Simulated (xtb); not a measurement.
C$_{3}$H$_{9}$BO$_{3}$, charge +1, doublet, geometry from GFN2-xTB (a state made from the parent by changing its charge; the spin is typed, not shown lowest); GFN1-xTB with ALPB(thf) run with xtb 6.7.1.

The xtb input:
```
$ xtb mol.xyz --gfn 1 --chrg 1 --uhf 1 --alpb thf --json

# file mol.xyz
16

B      0.00567934    -0.00429445     0.00143635
O      0.81387960     0.96705062     0.51017150
C      0.83120986     2.30819714     0.14169848
H      0.66266147     2.91315135     1.04456416
H      1.84844245     2.55815838    -0.19393716
H      0.09777583     2.54491792    -0.62957265
O      0.10173792    -1.28178914     0.46415876
C      0.97107655    -1.74423266     1.44674937
H      0.37109627    -2.20133857     2.24727767
H      1.56503160    -2.56514410     1.01911883
H      1.61702603    -0.96049626     1.84334560
O     -0.89861146     0.30188995    -0.97023060
C     -1.78464909    -0.57682729    -1.58448765
H     -1.70271370    -1.59547004    -1.20438019
H     -2.80373653    -0.18643051    -1.44793124
H     -1.60112840    -0.54629458    -2.66856327
```

What the program printed (banner, timings and long lists left out):

```
   ID    Z sym.   atoms
    1    5 B      1
    2    8 O      2, 7, 12
    3    6 C      3, 8, 13
    4    1 H      4-6, 9-11, 14-16

           -------------------------------------------------
          |                Calculation Setup                |
           -------------------------------------------------

           -------------------------------------------------
          |                 G F N 1 - x T B                 |
           -------------------------------------------------

      * Solvation model:               ALPB
        Solvent                        thf
        Parameter file                 internal GFN1-xTB/ALPB
        Dielectric constant                7.6000E+00
        Reference state                gsolv [1 M gas/solution]
        Free energy shift                  6.2343E-03 Eh       3.9121E+00 kcal/mol
        Temperature                        2.9815E+02 K
        Density                            8.8300E-01 kg/L
        Solvent mass                       7.2106E+01 g/mol
        Interaction kernel             P16
        Born radius scaling (c1)           1.7918E+00
        Born radii integrator          GBOBC
        Born offset                        0.0000E+00 a0       0.0000E+00 AA
        H-bond correction              true
        Ion screening                  false
        Surface tension                    1.0000E-05 Eh       1.5569E+01 dyn/cm
        Grid points                               230 per atom

          ...................................................
          :                      SETUP                      :
          :.................................................:
          :  # basis functions                  46          :
          :  # atomic orbitals                  46          :
          :  # shells                           32          :
          :  # electrons                        41          :
          :  # halogen bonds                     0          :
          :  max. iterations                   250          :
          :  Hamiltonian                  GFN1-xTB          :
          :  restarted?                      false          :
          :  GBSA solvation                   true          :
          :  PC potential                    false          :
          :  electronic temp.          300.0000000     K    :
          :  accuracy                    1.0000000          :
          :  -> integral cutoff          0.2500000E+02      :
          :  -> integral neglect         0.1000000E-07      :
          :  -> SCF convergence          0.1000000E-05 Eh   :
          :  -> wf. convergence          0.2000000E-04 e    :
          :  Broyden damping             0.4000000          :
          :  net charge                          1          :
          :  unpaired electrons                  1          :
          ...................................................

 iter      E             dE          RMSdq      gap      omega  full diag
   1    -26.4213766 -0.264214E+02  0.763E+00    9.37       0.0  T
   2    -26.5793491 -0.157973E+00  0.438E+00    9.06       1.0  T
   3    -26.5785436  0.805488E-03  0.147E+00    8.40       1.0  T
   4    -26.5425828  0.359609E-01  0.979E-01    8.47       1.0  T
   5    -26.5717706 -0.291878E-01  0.479E-01    8.64       1.0  T
   6    -26.5768398 -0.506923E-02  0.349E-01    8.64       1.0  T
   7    -26.5819326 -0.509279E-02  0.841E-02    8.64       1.0  T
   8    -26.5819606 -0.280293E-04  0.790E-02    8.65       1.0  T
   9    -26.5822175 -0.256882E-03  0.245E-02    8.66       1.0  T
  10    -26.5822368 -0.192830E-04  0.141E-02    8.66       1.8  T
  11    -26.5822457 -0.889873E-05  0.120E-03    8.66      20.9  T
  12    -26.5822458 -0.571210E-07  0.269E-04    8.66      93.0  T
  13    -26.5822458 -0.359632E-08  0.408E-05    8.66     612.4  T
  14    -26.5822458 -0.373639E-10  0.202E-05    8.66    1235.6  T

   *** convergence criteria satisfied after 14 iterations ***

         :::::::::::::::::::::::::::::::::::::::::::::::::::::
         ::                     SUMMARY                     ::
         :::::::::::::::::::::::::::::::::::::::::::::::::::::
         :: total energy             -26.357550251931 Eh    ::
         :: total w/o Gsasa/hb       -26.347555625013 Eh    ::
         :: gradient norm              0.014607595648 Eh/a0 ::
         :: HOMO-LUMO gap              8.660077170774 eV    ::
         ::.................................................::
         :: SCC energy               -26.582245766145 Eh    ::
         :: -> electrostatic           0.178026447655 Eh    ::
         :: -> Gsolv                  -0.068979539886 Eh    ::
         ::    -> Gelec               -0.058984912968 Eh    ::
         ::    -> Gsasa               -0.011902455921 Eh    ::
         ::    -> Ghb                 -0.004326458415 Eh    ::
         ::    -> Gshift               0.006234287418 Eh    ::
         :: repulsion energy           0.229425043605 Eh    ::
         :: dispersion energy         -0.004729529391 Eh    ::
         :: halogen bond corr.         0.000000000000 Eh    ::
         :: add. restraining           0.000000000000 Eh    ::
         :: total charge               1.000000000000 e     ::
         :::::::::::::::::::::::::::::::::::::::::::::::::::::

           -------------------------------------------------
          |                Property Printout                |
           -------------------------------------------------

    * Orbital Energies and Occupations

         #    Occupation            Energy/Eh            Energy/eV
      -------------------------------------------------------------
         1        2.0000           -0.8742759             -23.7903
       ...           ...                  ...                  ...
         9        2.0000           -0.6724234             -18.2976
        10        2.0000           -0.6724200             -18.2975
        11        2.0000           -0.6496919             -17.6790
        12        2.0000           -0.6496623             -17.6782
        13        2.0000           -0.6329928             -17.2246
        14        2.0000           -0.6329813             -17.2243
        15        2.0000           -0.6318541             -17.1936
        16        2.0000           -0.5654537             -15.3868
        17        2.0000           -0.5587736             -15.2050
        18        2.0000           -0.5431330             -14.7794
        19        2.0000           -0.5431328             -14.7794
        20        1.5003           -0.5290185             -14.3953
        21        1.4997           -0.5290161             -14.3953 (HOMO)
        22                         -0.2107641              -5.7352 (LUMO)
        23                         -0.1873654              -5.0985
        24                         -0.1873505              -5.0981
        25                         -0.1765968              -4.8054
        26                         -0.1172343              -3.1901
        27                         -0.1169784              -3.1831
        28                         -0.1169636              -3.1827
        29                         -0.1143160              -3.1107
        30                         -0.1143054              -3.1104
        31                         -0.1093484              -2.9755
        32                         -0.0050186              -0.1366
       ...                                ...                  ...
        46                          0.5645189              15.3613
      -------------------------------------------------------------
                  HL-Gap            0.3182520 Eh            8.6601 eV
             Fermi-level           -0.4494537 Eh          -12.2303 eV

  Mulliken/CM5 charges         n(s)   n(p)   n(d)
     1B     0.74422  0.61908   0.690  1.566  0.000
     2O    -0.41064 -0.44333   1.661  4.749  0.000
     3C     0.17606  0.06580   0.998  2.826  0.000
     4H     0.12174  0.18143   0.878  0.000  0.000
     5H     0.12219  0.18186   0.878  0.000  0.000
     6H     0.07592  0.14122   0.924  0.000  0.000
     7O    -0.41067 -0.44335   1.661  4.749  0.000
     8C     0.17602  0.06575   0.998  2.826  0.000
     9H     0.12206  0.18174   0.878  0.000  0.000
    10H     0.12181  0.18150   0.878  0.000  0.000
    11H     0.07590  0.14121   0.924  0.000  0.000
    12O    -0.41061 -0.44331   1.661  4.749  0.000
    13C     0.17606  0.06582   0.998  2.826  0.000
    14H     0.07592  0.14123   0.924  0.000  0.000
    15H     0.12183  0.18151   0.878  0.000  0.000
    16H     0.12218  0.18185   0.878  0.000  0.000

Wiberg/Mayer (AO) data.
largest (>0.10) Wiberg bond orders for each atom

 ---------------------------------------------------------------------------
     #   Z sym  total        # sym  WBO       # sym  WBO       # sym  WBO
 ---------------------------------------------------------------------------
     1   5 B    3.216 --     7 O    1.046     2 O    1.046    12 O    1.046
     2   8 O    2.149 --     1 B    1.046     3 C    0.974
     3   6 C    3.781 --     6 H    0.977     2 O    0.974     4 H    0.891
                             5 H    0.890
     4   1 H    0.935 --     3 C    0.891
     5   1 H    0.934 --     3 C    0.890
     6   1 H    1.000 --     3 C    0.977
     7   8 O    2.149 --     1 B    1.046     8 C    0.974
     8   6 C    3.781 --    11 H    0.977     7 O    0.974    10 H    0.891
                             9 H    0.890
     9   1 H    0.934 --     8 C    0.890
    10   1 H    0.935 --     8 C    0.891
    11   1 H    1.000 --     8 C    0.977
    12   8 O    2.149 --     1 B    1.046    13 C    0.974
    13   6 C    3.781 --    14 H    0.977    12 O    0.974    15 H    0.891
                            16 H    0.890
    14   1 H    1.000 --    13 C    0.977
    15   1 H    0.935 --    13 C    0.891
    16   1 H    0.934 --    13 C    0.890
 ---------------------------------------------------------------------------

Topologies differ in total number of bonds
Writing topology from bond orders to xtbtopo.mol

 dipole moment from electron density (au)
     X       Y       Z
   0.0123  -0.0081  -0.0000  total (Debye):    0.037

           -------------------------------------------------
          | TOTAL ENERGY              -26.357550251931 Eh   |
          | GRADIENT NORM               0.014607595648 Eh/α |
          | HOMO-LUMO GAP               8.660077170774 eV   |
           -------------------------------------------------

normal termination of xtb
```
